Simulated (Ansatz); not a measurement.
Computed with Ansatz on PBE0-D4/def2-TZVP structures; ΔE is electronic, products minus reactants. CBS: MP2 limit from def2 TZ/QZ plus the TZ coupled-cluster correction, frozen cores. Functionals use def2-TZVPP. Each species was taken in one conformer, which may not be the lowest.

Reaction (ligand exchange at the Si–C bond): `O=CC(O)[SiH2]O` + `CNC` → `CN(C)[SiH2]O` + `O=CCO`

```json
{"level": "r2SCAN-D4", "ΔE (kJ/mol)": "-60.7"}
{"level": "r2SCAN", "ΔE (kJ/mol)": "-60.4"}
```

Problem. What does CCSD(T)/CBS give? (Estimate.)

Solution. The calculation gave: -67.9 kJ/mol. The listed levels differ from it by 7.2, 7.5 kJ/mol.

Largest T1 diagnostic among the species: 0.014.

In def2-TZVPP, CCSD(T) changes the Hartree–Fock value by +8.4 kJ/mol (the triples alone add +1.8 kJ/mol) and MP2 by +6.3 kJ/mol. From PBE to PBE0 (25 % exact exchange), in def2-TZVPP and without D4, ΔE moves by −5.5 kJ/mol.
